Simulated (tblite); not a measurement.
Record of a relaxation.

Compound: C4H10O2P2.
Bonds: C1–O2, O2–C3, C3–O4 (double), C3–P5, P5–C6, C6–P7, P7–C8. Hydrogens: H9, H10, H11 on C1; H12 on P5; H13, H14 on C6; H15 on P7; H16, H17, H18 on C8.

Computed with GFN2-xTB (tblite), gas phase: L-BFGS steps from a force-field or distance-geometry start until the largest atomic force falls under 0.01 eV/Å. 9 of its 114 geometries are shown.

Step 0: E = -727.9317 eV, largest atomic force 5.182 eV/Å
```
atom  x, y, z in Å  |  force x, y, z in eV/Å
C1      4.026    0.347   -0.258    1.064   0.340   0.525
O2      2.898   -0.405    0.102   -1.616  -1.256   0.536
C3      1.691   -0.381   -0.525    0.360   4.323  -2.835
O4      1.536    0.395   -1.534    0.030  -2.942   3.064
P5      0.336   -1.450    0.112    1.255  -1.841   0.068
C6     -1.302   -1.065   -0.640   -0.310   1.009  -1.428
P7     -2.136    0.215    0.388   -0.205  -0.259   3.334
C8     -3.769    0.732   -0.303   -0.286   0.501  -0.944
H9      4.739   -0.217   -0.900   -0.727   0.251   0.068
H10     3.798    1.331   -0.670   -0.263  -0.219  -0.358
H11     4.580    0.544    0.698   -0.504  -0.271  -0.529
H12     0.248   -1.276    1.531   -0.064   0.662  -0.908
H13    -1.953   -1.981   -0.710    0.658   0.646   0.452
H14    -1.181   -0.721   -1.694    0.328  -0.180   0.320
H15    -1.250    1.366    0.490   -0.590  -0.659  -1.247
H16    -4.632    0.507    0.398    1.257   0.120  -0.742
H17    -3.926    0.242   -1.286   -0.116   0.226   0.537
H18    -3.711    1.823   -0.475   -0.271  -0.452   0.087
```

Step 14: E = -729.5934 eV, largest atomic force 0.364 eV/Å
```
atom  x, y, z in Å  |  force x, y, z in eV/Å
C1      3.888    0.304   -0.203    0.071   0.012   0.013
O2      2.729   -0.428    0.171   -0.275  -0.136   0.185
C3      1.619   -0.294   -0.556    0.095  -0.115   0.026
O4      1.487    0.446   -1.490   -0.189   0.118  -0.147
P5      0.437   -1.602    0.017   -0.118   0.252   0.074
C6     -1.228   -0.983   -0.580    0.004   0.082   0.012
P7     -2.086    0.187    0.633    0.160  -0.121  -0.151
C8     -3.633    0.683   -0.296   -0.012   0.056  -0.025
H9      4.479   -0.306   -0.885    0.051   0.036  -0.072
H10     3.608    1.239   -0.686   -0.039   0.049  -0.072
H11     4.462    0.504    0.701   -0.093  -0.045   0.010
H12     0.358   -1.057    1.297    0.070  -0.061   0.071
H13    -1.830   -1.903   -0.662   -0.033   0.330  -0.151
H14    -1.108   -0.505   -1.565   -0.054  -0.228   0.172
H15    -1.346    1.301    0.220    0.097  -0.045   0.029
H16    -4.511    0.475    0.327    0.220  -0.068  -0.169
H17    -3.747    0.184   -1.262    0.110  -0.005   0.206
H18    -3.589    1.762   -0.458   -0.067  -0.111  -0.011
```

Step 28: E = -729.6817 eV, largest atomic force 0.100 eV/Å
```
atom  x, y, z in Å  |  force x, y, z in eV/Å
C1      3.807    0.301   -0.207    0.024   0.015  -0.008
O2      2.640   -0.429    0.158   -0.002   0.022  -0.038
C3      1.537   -0.305   -0.572   -0.059  -0.018   0.003
O4      1.360    0.442   -1.496    0.035  -0.049   0.039
P5      0.392   -1.614    0.046    0.034  -0.038   0.031
C6     -1.224   -0.942   -0.571    0.085  -0.038   0.027
P7     -1.982    0.240    0.653    0.005   0.095   0.031
C8     -3.527    0.658   -0.295   -0.015   0.021  -0.019
H9      4.407   -0.307   -0.886    0.007   0.032  -0.028
H10     3.543    1.242   -0.693   -0.056  -0.035   0.007
H11     4.361    0.483    0.711    0.003   0.029   0.013
H12     0.370   -1.049    1.325   -0.025  -0.055   0.008
H13    -1.907   -1.786   -0.705    0.005   0.011  -0.031
H14    -1.039   -0.468   -1.540   -0.051  -0.005  -0.016
H15    -1.205    1.326    0.225   -0.044   0.003  -0.023
H16    -4.392    0.362    0.296   -0.008  -0.048  -0.003
H17    -3.551    0.126   -1.243    0.010  -0.003  -0.035
H18    -3.599    1.725   -0.482    0.052   0.060   0.041
```

Step 42: E = -729.7182 eV, largest atomic force 0.261 eV/Å
```
atom  x, y, z in Å  |  force x, y, z in eV/Å
C1      3.734    0.344   -0.231    0.015   0.039   0.020
O2      2.654   -0.500    0.166    0.080   0.024   0.015
C3      1.521   -0.420   -0.521    0.079   0.096   0.024
O4      1.311    0.326   -1.440   -0.064   0.021  -0.066
P5      0.368   -1.724    0.074   -0.026  -0.119  -0.059
C6     -1.196   -0.937   -0.528   -0.114   0.034   0.043
P7     -1.900    0.344    0.652   -0.061  -0.163  -0.195
C8     -3.453    0.687   -0.310   -0.019   0.038  -0.010
H9      4.377   -0.181   -0.940   -0.038  -0.059   0.012
H10     3.356    1.252   -0.699   -0.079   0.010  -0.025
H11     4.296    0.593    0.665    0.003  -0.047   0.058
H12     0.339   -1.255    1.386    0.054   0.057   0.024
H13    -1.951   -1.721   -0.656    0.048  -0.006   0.021
H14    -0.986   -0.488   -1.508   -0.027  -0.066   0.091
H15    -1.178    1.395    0.095    0.146   0.109  -0.021
H16    -4.309    0.245    0.200    0.054  -0.044  -0.045
H17    -3.382    0.282   -1.320   -0.016   0.060   0.080
H18    -3.610    1.762   -0.363   -0.035   0.015   0.033
```

Step 56: E = -729.7662 eV, largest atomic force 0.216 eV/Å
```
atom  x, y, z in Å  |  force x, y, z in eV/Å
C1      3.646    0.387   -0.225    0.049   0.048   0.002
O2      2.614   -0.506    0.177   -0.040  -0.030   0.026
C3      1.480   -0.468   -0.509    0.011  -0.032  -0.003
O4      1.235    0.267   -1.429    0.022   0.045  -0.038
P5      0.362   -1.801    0.090    0.038   0.063   0.022
C6     -1.206   -0.992   -0.483    0.032  -0.109  -0.041
P7     -1.800    0.420    0.577    0.123   0.153   0.090
C8     -3.367    0.758   -0.345   -0.098   0.052   0.021
H9      4.295   -0.105   -0.949    0.028  -0.043  -0.040
H10     3.208    1.275   -0.678   -0.008   0.069  -0.028
H11     4.211    0.647    0.665    0.033   0.005   0.075
H12     0.404   -1.348    1.415   -0.071   0.020  -0.086
H13    -1.976   -1.768   -0.514   -0.106   0.029   0.033
H14    -1.021   -0.639   -1.504   -0.010  -0.070  -0.030
H15    -1.015    1.406   -0.049   -0.088  -0.144  -0.009
H16    -4.120    0.074    0.054   -0.002   0.078  -0.157
H17    -3.267    0.618   -1.424    0.042  -0.009   0.149
H18    -3.692    1.781   -0.144    0.047  -0.125   0.014
```

Step 71: E = -729.8017 eV, largest atomic force 0.033 eV/Å
```
atom  x, y, z in Å  |  force x, y, z in eV/Å
C1      3.632    0.418   -0.204   -0.006   0.008  -0.006
O2      2.579   -0.463    0.180    0.006   0.008  -0.024
C3      1.461   -0.448   -0.535    0.000  -0.004  -0.004
O4      1.223    0.271   -1.469    0.031   0.010   0.003
P5      0.371   -1.804    0.071   -0.001   0.002   0.020
C6     -1.242   -1.067   -0.469    0.008  -0.012  -0.002
P7     -1.733    0.426    0.541   -0.006  -0.001   0.002
C8     -3.319    0.799   -0.335    0.019   0.005  -0.013
H9      4.278   -0.079   -0.931   -0.020   0.004   0.015
H10     3.217    1.324   -0.650    0.007  -0.005   0.018
H11     4.194    0.650    0.698   -0.019   0.005  -0.018
H12     0.379   -1.321    1.383    0.000  -0.023  -0.015
H13    -2.016   -1.833   -0.355   -0.012  -0.002   0.019
H14    -1.151   -0.823   -1.533   -0.017   0.008   0.001
H15    -0.954    1.333   -0.185    0.000  -0.006   0.011
H16    -4.044    0.019   -0.102    0.007  -0.004  -0.008
H17    -3.175    0.857   -1.413   -0.008  -0.014   0.014
H18    -3.709    1.746    0.033    0.011   0.021  -0.012
```

Step 85: E = -729.8052 eV, largest atomic force 0.055 eV/Å
```
atom  x, y, z in Å  |  force x, y, z in eV/Å
C1      3.610    0.437   -0.198   -0.015   0.001   0.005
O2      2.567   -0.459    0.178   -0.004  -0.026  -0.002
C3      1.457   -0.450   -0.550   -0.023   0.006   0.004
O4      1.232    0.276   -1.482   -0.040  -0.035   0.012
P5      0.370   -1.821    0.034    0.031   0.011  -0.028
C6     -1.258   -1.080   -0.448    0.003  -0.010   0.007
P7     -1.720    0.428    0.553    0.004  -0.037   0.004
C8     -3.286    0.812   -0.350   -0.033   0.011   0.042
H9      4.257   -0.045   -0.933    0.006  -0.005  -0.002
H10     3.181    1.340   -0.631    0.005   0.045  -0.014
H11     4.171    0.668    0.703    0.008  -0.005   0.022
H12     0.393   -1.386    1.358    0.018   0.002   0.019
H13    -2.028   -1.842   -0.285    0.007   0.001  -0.007
H14    -1.219   -0.850   -1.517    0.005  -0.009  -0.006
H15    -0.916    1.313   -0.169    0.016   0.020  -0.017
H16    -4.022    0.043   -0.114    0.010   0.025  -0.024
H17    -3.129    0.853   -1.427    0.001  -0.009   0.003
H18    -3.669    1.769    0.000    0.002   0.016  -0.016
```

Step 99: E = -729.8090 eV, largest atomic force 0.026 eV/Å
```
atom  x, y, z in Å  |  force x, y, z in eV/Å
C1      3.572    0.470   -0.190   -0.002  -0.001   0.005
O2      2.540   -0.449    0.160    0.001  -0.004   0.002
C3      1.433   -0.455   -0.572   -0.002  -0.010   0.004
O4      1.189    0.273   -1.497   -0.001  -0.001   0.007
P5      0.379   -1.856   -0.004   -0.008   0.002   0.009
C6     -1.270   -1.117   -0.418    0.003   0.004  -0.011
P7     -1.698    0.415    0.560   -0.001   0.001   0.001
C8     -3.243    0.843   -0.364   -0.004  -0.003   0.006
H9      4.231    0.012   -0.931   -0.011   0.015  -0.005
H10     3.140    1.384   -0.600   -0.004  -0.013  -0.002
H11     4.125    0.678    0.724    0.002   0.009  -0.001
H12     0.444   -1.469    1.335   -0.009   0.008  -0.004
H13    -2.033   -1.876   -0.212    0.007  -0.004   0.007
H14    -1.275   -0.911   -1.494    0.005   0.000  -0.022
H15    -0.871    1.275   -0.169    0.018  -0.006   0.001
H16    -4.014    0.112   -0.124   -0.002  -0.006  -0.004
H17    -3.068    0.852   -1.439   -0.014   0.005   0.018
H18    -3.590    1.823   -0.041    0.024   0.002  -0.010
```

Step 113: E = -729.8111 eV, largest atomic force 0.010 eV/Å
```
atom  x, y, z in Å  |  force x, y, z in eV/Å
C1      3.541    0.490   -0.189    0.002   0.000   0.003
O2      2.539   -0.463    0.153   -0.004   0.004   0.002
C3      1.425   -0.476   -0.568    0.000  -0.003  -0.001
O4      1.166    0.260   -1.482    0.001  -0.003  -0.009
P5      0.377   -1.883   -0.001   -0.002   0.002  -0.002
C6     -1.268   -1.139   -0.424   -0.003  -0.004  -0.008
P7     -1.675    0.399    0.555    0.004  -0.006  -0.001
C8     -3.212    0.860   -0.365    0.000   0.003   0.002
H9      4.207    0.068   -0.944   -0.005  -0.001  -0.001
H10     3.077    1.396   -0.582    0.001  -0.003   0.004
H11     4.094    0.703    0.723    0.005   0.006   0.000
H12     0.432   -1.487    1.336    0.000   0.000   0.002
H13    -2.034   -1.893   -0.212    0.001   0.003  -0.003
H14    -1.272   -0.937   -1.501    0.002  -0.004   0.008
H15    -0.831    1.243   -0.172   -0.005   0.002   0.001
H16    -4.011    0.167   -0.101    0.005  -0.004   0.005
H17    -3.050    0.838   -1.441    0.000   0.004   0.001
H18    -3.513    1.861   -0.061    0.001   0.003  -0.003
```

Task: Summarise the path.

Result: The energy falls by 1.8794 eV from step 0 to step 113; nine tenths of that is first reached at step 17. It falls at every step. The largest force goes from 5.182 to 0.010 eV/Å. Among the bonds C3=O4 changes most, from 1.282 to 1.203 Å; the atoms move by 0.571 Å rms after alignment.

What follows is the cost of the whole relaxation. Hardware: Arm Neoverse V1, one thread, no GPU, shared host with 32 logical CPUs at a one-minute load of 13. Cost: 0.84 s of wall time.
